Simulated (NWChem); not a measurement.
Molecule: SiH2SO, singlet; SMILES O[Si]S

Results from NWChem. Pople sets run with spherical d functions. Low-valent species are run as closed-shell singlets; no triplet was tried in these runs. Level PBE/6-31G*: optimisations from one semi-empirical or force-field start; each run changes one setting, and all end within 0.3 mHa of each other. One conformer.

| setting | optimisation steps |
|---|---|
| redundant internal coordinates, default thresholds | 5 |
| tight thresholds | 10 |
| Cartesian coordinates | 9 |
| symmetry off | 5 |
| loose thresholds | 4 |
